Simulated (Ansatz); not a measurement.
trans-MnF2(NH3)4 (MnN4F2H12), relaxed as a doublet with UKS PBE-D4/def2-SVP in Ansatz, starting from the GFN2-xTB geometry. Force threshold 0.03 eV/Å.

The charge 0 doublet is spin-contaminated (final ⟨S²⟩ up to 0.89, 0.75 for a pure state). At PBE-D4/def2-SVP a sextet of charge 0 lies 1.34 eV below the doublet, each at its own geometry.

Start:

Cartesian coordinates in Å:
```
Mn -0.0012 -0.0017 0.0010
F 1.7532 0.4393 0.4405
F -1.7563 -0.4414 -0.4411
N 0.5405 -2.1709 0.0033
H 1.5353 -2.2214 -0.1966
H 0.0117 -2.6203 -0.7382
H 0.3590 -2.6686 0.8689
N -0.5109 2.1777 0.0038
H -1.4381 2.2960 0.4009
H -0.4935 2.6361 -0.9014
H 0.1832 2.6164 0.6025
N 0.5243 0.1270 -2.1697
H 0.8853 -0.7232 -2.5901
H 1.2298 0.8520 -2.2634
H -0.3213 0.3959 -2.6643
N -0.5546 -0.1355 2.1630
H -0.7742 0.7450 2.6171
H 0.2068 -0.5733 2.6731
H -1.3791 -0.7290 2.1909
```

| step | energy (eV) | largest force component (eV/Å) | SCF passes |
| --- | --- | --- | --- |
| 1 | -42880.5568 | 1.500 | 137 |
| 2 | -42880.9092 | 1.061 | 61 |
| 3 | -42881.1001 | 0.443 | 42 |
| 4 | -42881.1603 | 0.088 | 37 |
| 5 | -42881.1854 | 0.103 | 37 |
| 6 | -42881.2062 | 0.636 | 48 |
| 7 | -42881.2542 | 0.265 | 41 |
| 8 | -42881.2950 | 0.240 | 47 |
| 9 | -42881.3024 | 0.614 | 54 |
| 10 | -42881.3375 | 0.251 | 51 |
| 11 | -42881.3603 | 0.071 | 50 |
| 12 | -42881.3633 | 0.010 | 50 |
| 13 | -42881.3636 | 0.016 | 44 |

Force components are those of the run's own axes.

End:

Cartesian coordinates in Å:
```
Mn -0.001 0.000 -0.001
F 1.711 0.907 0.165
F -1.710 -0.914 -0.171
N 0.585 -1.962 0.071
H 1.189 -2.369 -0.658
H -0.406 -2.261 -0.092
H 0.913 -2.365 0.963
N -0.579 1.966 -0.069
H -1.178 2.375 0.663
H -0.902 2.380 -0.957
H 0.415 2.253 0.097
N 0.551 0.180 -1.965
H 0.728 -0.650 -2.552
H 1.465 0.596 -1.669
H 0.061 0.852 -2.577
N -0.559 -0.181 1.963
H -0.749 0.647 2.547
H -0.068 -0.848 2.580
H -1.466 -0.606 1.659
```

By distances, no bond broke or formed. The bond that changes most is Mn1–N8, from 2.24 to 2.05 Å (atoms count from 1). A close non-bonded pair moves further: F3–H6, from 2.82 to 1.88 Å.

The force fell under the threshold at step 12, but the optimiser went on. No frequencies were taken in this run, so the end may be a saddle point.

Hardware: 4 threads of Intel Xeon Platinum 8375C on a shared host. Wall time 70 s.
